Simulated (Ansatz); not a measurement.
Consider the formal exchange of groups at a C–C bond: `CC=C=C=N` + `[SiH3]B[SiH3]` → `CB([SiH3])[SiH3]` + `C=C=C=N`.

Gas-phase electronic energies from Ansatz, PBE0-D4/def2-TZVP geometries. CCSD(T)/CBS adds triple-zeta CCSD(T) − MP2 to the extrapolated MP2 energy (def2 sets, frozen cores). DFT in def2-TZVPP. Each species was taken in one conformer, which may not be the lowest.

Is it downhill or uphill in electronic energy at CCSD(T)/CBS, and by how much? (An estimate is asked.)

Ansatz gave: Downhill: ΔE = -0.35 eV.

What do these levels give: LDA (SPW92), CAM-B3LYP-D4, PBE, BLYP, MP2/def2-TZVPP, MP2/def2-QZVPP? (Best estimate.)

The calculation gave: LDA (SPW92) -0.37, CAM-B3LYP-D4 -0.34, PBE -0.35, BLYP -0.31, MP2/def2-TZVPP -0.33, MP2/def2-QZVPP -0.33 eV.

Largest T1 diagnostic among the species: 0.016.

The D4 term adds −0.04 eV with B3LYP and −0.03 eV with PBE0; it sums over pairs of atoms, weighted by their polarisabilities, and B3LYP, whose exchange is more repulsive, gets the larger term. Leaving LDA and LC-ωPBE aside and taking each functional with its dispersion term where it has one, the values, not all of them listed here, spread over 0.06 eV, from PBE-D4 to B2PLYP.

B3LYP here is the variant with VWN-RPA as its local correlation; programs differ in this.
